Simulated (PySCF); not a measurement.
AlFBr₂, SMILES [Br][Al]([Br])[F].

Geometry optimised at B3LYP-D3(BJ)/def2-SVP. The structure was generated by enumeration; whether it is a known compound was not checked.

Method: r2SCAN/def2-TZVPD run with PySCF.

The molecule is in vacuum.

Computed frontier levels, gap, dipole moment and polarisability:
| Quantity | Result |
|---|---|
| highest occupied level | -7.98 eV |
| lowest empty level | -2.09 eV |
| orbital gap | 5.89 eV |
| dipole moment | 0.70 D |
| quadrupole, principal values (traceless, Buckingham form, about the centre of nuclear charge) | -6.24, -0.18, 6.42 D·Å |
| mean static polarisability | 65.6 bohr³ (9.72 Å³) |
| polarisability, principal values | 53.7, 60.6, 82.5 bohr³ |
